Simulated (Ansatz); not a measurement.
Reaction (cleavage of the Si–B bond): `BO[SiH2]B` + `[SiH3]S` → `BO[SiH2]S[SiH3]` + BH₃

Gas-phase electronic energies from Ansatz, PBE0-D4/def2-TZVP geometries. CBS: MP2 limit from def2 TZ/QZ plus the TZ coupled-cluster correction, frozen cores. This one scheme is used for every species. Functionals use def2-TZVPP. B3LYP here is the variant with VWN-RPA as its local correlation; programs differ in this. Each species was taken in one conformer, which may not be the lowest.

| level | ΔE (kJ/mol) |
| --- | --- |
| B3LYP-D4 | -91.4 |
| ωB97M-V | -94.6 |
| B2PLYP | -88.0 |
| B3LYP | -77.9 |
| CCSD/def2-TZVPP | -87.3 |
| MP2/def2-QZVPP | -105.7 |
| MP2/CBS(def2) | -107.3 |
| CCSD/CBS(def2) | -91.2 |

What does CCSD(T)/CBS give? (An estimate is asked.)

Computed: -93.9 kJ/mol. The listed levels differ from it by 2.5, -0.7, 5.9, 16.0, 6.6, -11.8, -13.4, 2.7 kJ/mol.

Largest T1 diagnostic among the species: 0.013.

From PBE to PBE0 (25 % exact exchange), in def2-TZVPP and without D4, ΔE moves by −5.9 kJ/mol. The D4 term adds −13.5 kJ/mol with B3LYP and −7.6 kJ/mol with PBE0; it sums over pairs of atoms, weighted by their polarisabilities, and B3LYP, whose exchange is more repulsive, gets the larger term.
